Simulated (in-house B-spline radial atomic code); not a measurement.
Sr⁺. Computed with a B-spline radial atomic code. Model: non-relativistic spherical atom: semilocal Troullier-Martins pseudo-atom, one channel per l, against all electrons, high spin, G0W0 and RPA with empty states to l = 8, local potential for every l without a channel, a model core (radius 0 = none) keeps its share of the functional.

Without relativity these are model numbers for so heavy an element.

What the tables leave out is listed at the end.

The pseudopotential gives back the lowest level of each angular momentum of its own functional in the configuration it was made in; a second state of the same l is only approximately right. Exact exchange, RPA and GW see the smooth pseudo-orbitals and miss the exchange with the core, for which the functional's share stands in. The column with an uncorrelated core keeps all orbitals and exact exchange, and so separates missing core correlation from pseudisation. Only the three outermost levels and the lowest empty one were computed. RPA here is direct RPA, with no exchange kernel, and its energies carry an (l + 1/2)⁻⁴ tail. A hybrid on a potential with a model core restores only its own semilocal share of the core's exchange.

Command:
```bash
python run_psgw.py task.json out
```
Settings (lengths in bohr, energies in hartree):
```
Z                      38
electrons              37
configuration          [Kr] 5s1
generated_in           [Kr] 5s2
functional             pbe,pbe
core_shells            7
radius_factor          1.3
core_correction        False
ion_configuration      [Ar] 3d10 4s2 4p6
```

Time taken, with all properties: 62 s on 1 thread of Arm Neoverse N1 (shared host).

Given: made with PBE; model core radius 0 bohr; local radius 1.98 bohr; mean-field start PBE.

Valence shells of the generating configuration: 4p, 5s.

Channel: s 3.4, p 1.73, d 2.654 (radii in bohr).

Computed: largest level miss in the spin-unpolarised generating configuration 0 eV; valence RPA correlation energy all-electron orbitals -0.31361 hartree; pseudo-atom RPA polarisability 60.971 bohr³; ionisation by mean-field all-electron 11.02 eV; ionisation by mean-field pseudo minus all -0.026 eV; ionisation by RPA all-electron 11.417 eV; ionisation by RPA pseudo minus all 0.447 eV.

```csv
level,occupied,mean-field all-electron (eV),mean-field pseudo minus all (eV),G0W0 all-electron (eV),G0W0 uncorrelated core minus all (eV),G0W0 pseudo minus all (eV),exchange self-energy all-electron (eV),exchange self-energy pseudo (eV)
5s up,1,-8.5487,0,-11.334,0.044,-0.33,-7.8203,-7.5631
```

Task: What is the all-electron RPA polarisability, core included?

Result: 61.077 bohr³.

Task: What is the valence RPA correlation energy pseudo?

Result: -0.42341 hartree.

Given: mean-field start PBE0.

Computed: valence RPA correlation energy all-electron orbitals -0.28808 hartree; valence RPA correlation energy pseudo -0.39515 hartree; all-electron RPA polarisability, core included 51.784 bohr³; pseudo-atom RPA polarisability 47.6 bohr³; ionisation by RPA all-electron 11.248 eV; ionisation by RPA pseudo minus all 0.46 eV.

| level | occupied | mean-field all-electron (eV) | mean-field pseudo minus all (eV) | G0W0 all-electron (eV) | G0W0 uncorrelated core minus all (eV) | G0W0 pseudo minus all (eV) | exchange self-energy all-electron (eV) | exchange self-energy pseudo (eV) |
| --- | --- | --- | --- | --- | --- | --- | --- | --- |
| 5s up | 1 | -9.0974 | -0.174 | -11.298 | 0.045 | -0.407 | -7.7011 | -7.7964 |
| 5s down (empty) | 0 | -6.8319 | -0.129 | -5.786 | 0.044 | -0.288 | -1.5289 | -1.4744 |

Task: What is the ionisation by mean-field all-electron?

Result: 10.895 eV.

Task: What is the ionisation by mean-field pseudo minus all?

Result: 0.202 eV.

Given: mean-field start Hartree-Fock.

Computed: valence RPA correlation energy all-electron orbitals -0.23525 hartree; valence RPA correlation energy pseudo -0.33484 hartree; ionisation by mean-field all-electron 10.294 eV; ionisation by mean-field pseudo minus all 0.899 eV; ionisation by RPA all-electron 10.992 eV; ionisation by RPA pseudo minus all 0.506 eV.

| level | occupied | mean-field all-electron (eV) | mean-field pseudo minus all (eV) | G0W0 all-electron (eV) | G0W0 uncorrelated core minus all (eV) | G0W0 pseudo minus all (eV) | exchange self-energy all-electron (eV) | exchange self-energy pseudo (eV) |
| --- | --- | --- | --- | --- | --- | --- | --- | --- |
| 5s up | 1 | -10.321 | -0.957 | -11.132 | 0.042 | -0.571 | -7.2322 | -8.3957 |
| 4p down | ? | ? | ? | ? | ? | ? | ? | ? |
| 4p up | 1 | -35.848 | 2.371 | -36.118 | -0.166 | 1.833 | -27.055 | -19.161 |
| 5s down (empty) | 0 | -4.5403 | -0.381 | -5.4687 | 0.029 | -0.161 | -0.83691 | -1.1739 |

Task: What belongs in the row 4p down?

Result: occupied: 1; mean-field all-electron (eV): -35.738; mean-field pseudo minus all (eV): 2.712; G0W0 all-electron (eV): -36.022; G0W0 uncorrelated core minus all (eV): -0.162; G0W0 pseudo minus all (eV): 1.895; exchange self-energy all-electron (eV): -27.04; exchange self-energy pseudo (eV): -18.861.

Task: What is the pseudo-atom RPA polarisability?

Result: 28.787 bohr³.

Task: What is the all-electron RPA polarisability, core included?

Result: 39.269 bohr³.

Among the listed levels the largest G0W0 shift of the pseudo-atom is +1.90 eV, for 4p down on the Hartree-Fock start, while leaving the core uncorrelated moves that level by -0.16 eV. So pseudisation and the lost core exchange, not the missing core correlation, make the error. Not in the tables (levels of low weight, unsolved or above zero; the highest and the empty levels are kept at any weight): on PBE the G0W0 levels 4p down (pseudo minus all +0.62 eV, weights 0.57 and 0.42), 4p up (pseudo minus all +0.91 eV, weights 0.43 and 0.34), 5s down (pseudo minus all -0.34 eV, weights 0.65 and 0.58); on PBE0 the G0W0 levels 4p down (pseudo minus all +1.80 eV, weights 0.51 and 0.70), 4p up (pseudo minus all +1.82 eV, weights 0.54 and 0.69).
